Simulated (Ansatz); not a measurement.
Reaction (formal exchange of groups at a C–S bond): `CS[SiH]1CC1` + `BN[SiH3]` → `CBN[SiH3]` + `S[SiH]1CC1`

Calculated with Ansatz (gas phase, PBE0-D4/def2-TZVP geometries, no zero-point term in ΔE). CCSD(T)/CBS adds triple-zeta CCSD(T) − MP2 to the extrapolated MP2 energy (def2 sets, frozen cores). Functionals use def2-TZVPP. Each species was taken in one conformer, which may not be the lowest.

`CS[SiH]1CC1`:

```xyz
13

C     1.826    1.760    0.248
S     0.068    1.816   -0.216
Si   -0.255   -0.205   -0.727
C    -1.882   -0.948   -0.291
C    -0.696   -1.439    0.573
H     1.982    1.108    1.106
H     2.443    1.432   -0.588
H     2.110    2.778    0.514
H     0.463   -0.682   -1.930
H    -2.328   -1.677   -0.960
H    -2.620   -0.336    0.217
H    -0.707   -1.131    1.613
H    -0.404   -2.477    0.441
```

`BN[SiH3]`:

Cartesian coordinates in Å:
```
B -0.085 -1.334 -0.802
N 0.557 -0.210 -0.272
Si -0.172 1.049 0.692
H -1.255 -1.486 -0.595
H 0.543 -2.123 -1.449
H 1.544 -0.117 -0.469
H 0.491 1.135 2.020
H -1.605 0.717 0.852
H -0.018 2.368 0.023
```

`CBN[SiH3]`:

```xyz
12

C    -1.409   -0.889   -0.181
B    -0.953    0.585   -0.457
N     0.352    1.035   -0.185
Si    1.671    0.109    0.480
H    -2.258   -0.890    0.512
H    -0.643   -1.553    0.230
H    -1.785   -1.343   -1.103
H    -1.731    1.379   -0.918
H     0.552    2.002   -0.395
H     1.345   -0.411    1.833
H     2.840    1.020    0.575
H     2.020   -1.044   -0.390
```

`S[SiH]1CC1`:

Cartesian coordinates in Å:
```
S 1.308 -0.833 1.935
Si 0.511 -0.650 -0.022
C -1.064 0.263 -0.306
C 0.222 1.062 -0.632
H 0.595 -1.927 2.257
H 0.916 -1.704 -0.975
H -1.687 -0.010 -1.152
H -1.636 0.608 0.549
H 0.439 1.900 0.023
H 0.396 1.291 -1.678
```

Question: Is it downhill or uphill in electronic energy at CCSD(T)/CBS, and by how much? (An estimate is asked.)

Answer: Computed: Downhill: ΔE = -13.5 kcal/mol.

Question: What do these levels give: revPBE-D4, BLYP-D4, r2SCAN-D4, r2SCANh, HF/def2-TZVPP, HF/CBS(def2)? (Best estimate.)

Answer: Computed: revPBE-D4 -12.8, BLYP-D4 -12.6, r2SCAN-D4 -14.4, r2SCANh -14.5, HF/def2-TZVPP -13.2, HF/CBS(def2) -13.1 kcal/mol.

Largest T1 diagnostic among the species: 0.012.

From BLYP to BHLYP (50 % exact exchange), in def2-TZVPP and without D4, ΔE moves by −1.1 kcal/mol. At CCSD(T), def2-SVP lies −1.3 kcal/mol from the extrapolated value and def2-TZVPP −0.3 kcal/mol. Leaving LDA and LC-ωPBE aside and taking each functional with its dispersion term where it has one, the values, not all of them listed here, spread over 2.9 kcal/mol, from B97M-V to BLYP-D4. LDA lies −2.0 kcal/mol from PBE without D4.
